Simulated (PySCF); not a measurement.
What binds ZnSe: the parts of the energy along the bond

State: ¹Σ⁺, singlet, closed shell. RHF-based CCSD(T) in PySCF 2.14 with Zn cc-pVTZ-PP with ECP10, Se cc-pVTZ-PP with ECP10 and Zn cc-pVQZ-PP with ECP10, Se cc-pVQZ-PP with ECP10 (frozen core orbitals: 13; scalar-relativistic core potentials). Correlation energies are extrapolated as n⁻³ (n = 3, 4), Hartree–Fock as (n+1)·exp(−9√n). All energies in eV from Zn + Se.

```csv
R (Å),HF/CBS,CCSD corr.,(T),total
1.9132,1.134,-1.425,-0.2355,-0.527
2.0001,0.644,-1.360,-0.2347,-0.951
2.0871,0.389,-1.307,-0.2333,-1.151
2.1741,0.298,-1.264,-0.2308,-1.197
2.2610,0.315,-1.227,-0.2269,-1.138
2.3697,0.430,-1.185,-0.2200,-0.975
2.4784,0.599,-1.144,-0.2116,-0.757
```

A fit to the total gives Re = 2.1628 Å, De = 1.198 eV, ωe = 331.1 cm⁻¹, Be = 0.1015 cm⁻¹ (masses 63.9291 and 79.9165 u).

Task: At R = 2.1741 Å the CCSD correlation energy is -0.636276 hartree in the smaller basis and -0.689011 in the larger. Extrapolate it.

Result: (4³·E4 − 3³·E3)/(4³ − 3³) = -0.72749 hartree; the larger basis holds 94.7 % of it.

The T1 diagnostic is 0.022, large enough to doubt a single reference. The open-shell atoms are computed with UHF. Spin–orbit coupling, excitations beyond (T) and corrections to the Born–Oppenheimer picture are left out.
